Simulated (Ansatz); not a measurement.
Species: sum formula SiH2S2Cl (charge 0, doublet). It need not be the lowest isomer of its formula. SMILES: S[Si](Cl)S
Structure (B3LYP-D3(BJ)/def2-TZVP (Ansatz, a program for electronic structure) minimum search):
```
Si
Cl 1 2.0877
S 1 2.1459 2 110.22
H 3 1.3445 1 93.53 2 36.04
S 1 2.1460 2 113.55 4 -132.70
H 5 1.3449 1 94.09 2 -74.67
```
Charge 0, spin multiplicity 2.

Computed values are from Ansatz. Correlated levels leave the core frozen unless marked. UHF or UKS for open shells. Spin-orbit coupling is left out. No relativistic terms. CBS marks a two-point X^-3 extrapolation of the correlation energy; Hartree-Fock from the larger set.

### Question
What is the T1 diagnostic at CCSD/cc-pV(Q+d)Z?

### Answer
0.015.

### Question
What is the total energy at CCSD(T)/CBS(cc-pV(T+d)Z,cc-pV(Q+d)Z)?

### Answer
-1545.6599 Eh.

### Question
What is the atomisation energy De at CCSD(T)/CBS(cc-pV(T+d)Z,cc-pV(Q+d)Z)?

### Answer
415.9 kcal/mol.

### Question
What is the dipole moment at CCSD(T)/aug-cc-pV(D+d)Z?

### Answer
0.83 D.
